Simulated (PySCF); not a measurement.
C4H4N, SMILES C1=C[N]C=C1 (connectivity only; charge and spin as stated), charge -1, multiplicity 1. Geometry: PBE-D3(BJ)/def2-SVPD. The multiplicity is an assumed one; other spin states were not compared. The isomer is the one that the SMILES or the coordinates give; other isomers of the formula were not compared.

Calculation: PBE-D3(BJ)/def2-SVPD in PySCF.

Harmonic wavenumbers (cm⁻¹): 607, 627, 660, 663, 727, 749, 841, 858, 977, 988, 1068, 1162, 1191, 1288, 1372, 1417, 1422, 3048, 3054, 3080, 3102. Rotational constants (GHz): 9.457, 9.108, 4.640; symmetry number 2.

**Question.** Work out the zero-point energy and the ideal-gas rigid-rotor harmonic-oscillator thermochemistry at 298.15 K and 1 atm.

**Answer.** ZPE = ½ Σ hcν = ½ × 28902 cm⁻¹ = 41.32 kcal/mol. H − E(el) = 44.36 kcal/mol. Entropy in cal/(mol K): translation 38.48, rotation 22.82, vibration 2.87, total 64.18. G − E(el) = 25.22 kcal/mol. Cp = 16.43 cal/(mol K).
